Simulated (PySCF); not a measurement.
# Ionisation energy of W⁴⁰⁺ by level of theory

W⁴⁰⁺ [Ar] 3d10 4s2 4p4 (3P) → W⁴¹⁺ [Ar] 3d10 4s2 4p3 (4S), as a difference of total energies. All numbers are calculated (PySCF 2.14, the non-relativistic Hamiltonian (point nucleus), in an uncontracted even-tempered set (17 s from 3.9 bohr⁻², ratio 2.5; 12 p from 5.1 bohr⁻², ratio 2.5; 8 d from 9 bohr⁻², ratio 2.5; 4 f from 28 bohr⁻², ratio 2.7; 4 g from 42 bohr⁻², ratio 2.7)). Correlated levels: outer shells: [Ne] frozen; virtual orbitals above 40 to 60 times the deepest correlated orbital energy dropped. The calculations carry no spin-orbit coupling.

| method | ionisation energy (eV) |
| --- | --- |
| UHF | 1908.3 |
| LDA | 1912.2 |
| PBE | 1911.5 |
| PBE0 | 1911.1 |
| r2SCAN | 1910.8 |
| MN15 | 1916.9 |
| PBEsol | 1911.3 |
| MP2 (outer shells) | 1909.8 |
| SCS-MP2 (outer shells) | 1909.7 |

Spin-orbit coupling is strong in these open shells (close to jj coupling). The scalar numbers leave it out and a first-order estimate fails, so it can dominate the gap to the real levels.

The ground level that NIST lists for one species does not belong to the high-spin term computed here, so part of any gap is the choice of state.

The gap to the reference is mostly relativistic.

For comparison: 1940.6 ± 2 eV (semi-empirical (NIST evaluation); NIST Atomic Spectra Database, ionization energies).
